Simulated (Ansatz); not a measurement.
Consider the isomerisation: `[CH3][GeH2][S]S` → `S[CH](S)[GeH3]`.

Computed with Ansatz on PBE0-D4/def2-TZVP structures; ΔE is electronic, products minus reactants. CCSD(T)/CBS adds triple-zeta CCSD(T) − MP2 to the extrapolated MP2 energy (def2 sets, frozen cores). DFT in def2-TZVPP. For Ge outer-core shells are correlated without core-valence functions, which leaves a few kJ/mol of doubt a bond. Scalar relativity is left out up to krypton. One conformer a species, not always the lowest.

| species | BHLYP energy (Eh) |
| --- | --- |
| `[CH3][GeH2][S]S` | -2915.11861 |
| `S[CH](S)[GeH3]` | -2915.06782 |

Question: Work out ΔE.

Answer: ΔE = (-2915.06782) − (-2915.11861) = 0.05079 Eh = +133.3 kJ/mol. CCSD(T)/CBS gives +121.5 kJ/mol.

Largest T1 diagnostic among the species: 0.012.

The D4 term adds −3.0 kJ/mol with B3LYP and −1.3 kJ/mol with PBE0; it sums over pairs of atoms, weighted by their polarisabilities, and B3LYP, whose exchange is more repulsive, gets the larger term. At CCSD(T), def2-SVP lies −20.4 kJ/mol from the extrapolated value and def2-TZVPP −1.1 kJ/mol. Leaving LDA and LC-ωPBE aside and taking each functional with its dispersion term where it has one, the values, not all of them listed here, spread over 8.8 kJ/mol, from ωB97X-V to r2SCANh-D4. LDA lies −13.3 kJ/mol from PBE without D4.

B3LYP here is the variant with VWN-RPA as its local correlation; programs differ in this.
